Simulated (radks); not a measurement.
Coulomb parameter of the 5d shell of the platinum ion Pt2+ in the model configuration [Xe] 4f14 5d7 6s1, as a second difference U = [E(n + 0.5) + E(n - 0.5) - 2 E(n)] / (0.5)^2 with all orbitals relaxed. "Bare": the charge of the atom changes with n. "Screened": the 6s shell takes up the change at fixed total charge, which measures U(5d,5d) + U(6s,6s) - 2 U(5d,6s). Calculated with a radial shooting solver on a logarithmic mesh with Libxc functionals: scalar-relativistic Kohn-Sham, r2SCAN, spin-unpolarised, spherical densities, finite nucleus; meta-GGA in the generalised Kohn-Sham scheme; Fermi nuclear charge, rms radius 5.427 fm.

case,configuration,E - E(n) (eV)
start,[Xe] 4f14 5d7 6s1,0.000
bare +0.5,[Xe] 4f14 5d7.5 6s1,-12.801
bare -0.5,[Xe] 4f14 5d6.5 6s1,15.953
screened +0.5,[Xe] 4f14 5d7.5 6s0.5,-2.585
screened -0.5,[Xe] 4f14 5d6.5 6s1.5,2.842

U(bare) = 12.607 eV, U(screened by 6s) = 1.029 eV, against the Slater integral F0(5d,5d) = 16.279 eV with frozen orbitals.
